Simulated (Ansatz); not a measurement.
Coupled-cluster diagnostics for NbF5, Ansatz.

Geometry of the singlet (r2SCAN-D4/def2-SVP):

```csv
atom,x (Å),y (Å),z (Å)
Nb1,-0.0001,0.0000,0.0000
F2,0.1521,1.7113,-0.7423
F3,-0.1519,-1.7112,0.7426
F4,-1.3202,0.6074,1.1296
F5,1.7632,0.0703,0.5229
F6,-0.4432,-0.6777,-1.6528
```

In the def2 sets Nb takes a core potential; there is no spin–orbit coupling. Correlated methods freeze 5 core orbitals; core or outer-core shells of Nb are correlated, in sets that lack core-valence functions.

Problem. Estimate the CCSD(T) correlation energy, the shares of MP2 and (T), T1 and the reference's ⟨S²⟩ for: charge 0, singlet, own geometry in def2-SVP; charge 1, doublet, vertical in def2-SVP; and the rough time on 2 threads of AMD EPYC 7R13 on a shared host.

Solution. 
```json
{"state": "charge 0, singlet, own geometry", "basis": "def2-SVP", "correlation (eV)": "-34.951", "MP2 share (%)": "98.8", "(T) share (%)": "2.9", "T1": "0.021", "⟨S²⟩ (pure)": "0.00 (0.00)", "wall time": "19 s"}
{"state": "charge 1, doublet, vertical", "basis": "def2-SVP", "correlation (eV)": "-34.373", "MP2 share (%)": "97.6", "(T) share (%)": "3.6", "T1": "0.037", "⟨S²⟩ (pure)": "0.75 (0.75)", "wall time": "8 s"}
```
Customary marks for T1 are 0.02 (closed shells), 0.045 (open shells) and about 0.05 (3d metals). T1 exceeds 0.02 in 2 of 2 rows and 0.045 in 0; the higher it lies, the less the single-reference result can be trusted.
